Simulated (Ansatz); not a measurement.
Start from `OC[B](Cl)[GeH3]` and change one atom or group to get `Cl[B](Cl)[GeH3]`.

Ansatz, PBE0-D4/def2-TZVP geometries, multiplicity 1. Each molecule was computed in one conformer, which needn't be the lowest.

Scalar relativity is left out up to krypton.

```json
{"property": "HOMO energy (B3LYP/def2-TZVPP) / eV", "`OC[B](Cl)[GeH3]`": "-7.49"}
{"property": "HOMO–LUMO gap (PBE0/def2-TZVPP) / eV", "`OC[B](Cl)[GeH3]`": "5.71"}
{"property": "LUMO energy (PBE/def2-TZVPP) / eV", "`OC[B](Cl)[GeH3]`": "-2.88"}
{"property": "size of the dipole moment (PBE/def2-TZVPP) / D", "`OC[B](Cl)[GeH3]`": "0.91"}
{"property": "HOMO energy (PBE0/def2-TZVPP) / eV", "`OC[B](Cl)[GeH3]`": "-7.69"}
{"property": "LUMO energy (PBE0/def2-TZVPP) / eV", "`OC[B](Cl)[GeH3]`": "-1.98"}
```

Question: Give the same properties after the change, and the shifts. (Estimate.)

Answer: Computed: 
| property | `Cl[B](Cl)[GeH3]` | shift |
| --- | --- | --- |
| HOMO energy (B3LYP/def2-TZVPP) / eV | -8.07 | -0.58 |
| HOMO–LUMO gap (PBE0/def2-TZVPP) / eV | 6.17 | 0.46 |
| LUMO energy (PBE/def2-TZVPP) / eV | -3.00 | -0.12 |
| size of the dipole moment (PBE/def2-TZVPP) / D | 0.18 | -0.73 |
| HOMO energy (PBE0/def2-TZVPP) / eV | -8.28 | -0.59 |
| LUMO energy (PBE0/def2-TZVPP) / eV | -2.11 | -0.13 |

With PBE0 the HOMO falls by 0.59 eV and the LUMO falls by 0.13 eV, so the gap widens by about 0.46 eV. PBE moves the HOMO by -0.82 eV and ωB97M-V by -0.47 eV. Dipoles are sizes alone; their direction can turn.

B3LYP here is the variant with VWN-RPA as its local correlation; programs differ in this.
